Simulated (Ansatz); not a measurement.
```yaml
crystal:
  periodic: [false, false, false]
  atoms:
    - {symbol: N, position_ang: [-1.083788, -1.190477, -0.353400]}
    - {symbol: B, position_ang: [0.103353, -0.663653, 0.153174]}
    - {symbol: O, position_ang: [0.999061, -1.525934, 0.737061]}
    - {symbol: Si, position_ang: [0.411523, 1.337259, -0.013815]}
    - {symbol: Cl, position_ang: [-1.224000, 2.189643, -0.965915]}
    - {symbol: H, position_ang: [-1.783818, -0.619707, -0.793286]}
    - {symbol: H, position_ang: [-1.305472, -2.172086, -0.306735]}
    - {symbol: H, position_ang: [1.796974, -1.114373, 1.067932]}
    - {symbol: H, position_ang: [0.556155, 2.023828, 1.298815]}
    - {symbol: H, position_ang: [1.613112, 1.684201, -0.820732]}
basis:
  gaussian: {orbitals: def2-SVPD, fitting: {mean_field: def2-universal-jkfit}}
hamiltonian: {xc: {name: HF}}
correlation: {method: mp2, frozen_orbitals: {N: 0}}
```

```sh
$ ansatz run in.yaml --threads 4 --pin off --events-out ev --progress --plain --max-ram 10444MiB
```

**Question.** How does Ansatz answer? (An estimate is asked.)

**Answer.** The calculation gave: The program refused the input.
```
Functional definition: HF
Error: "frozen_orbitals" has no count for B
```
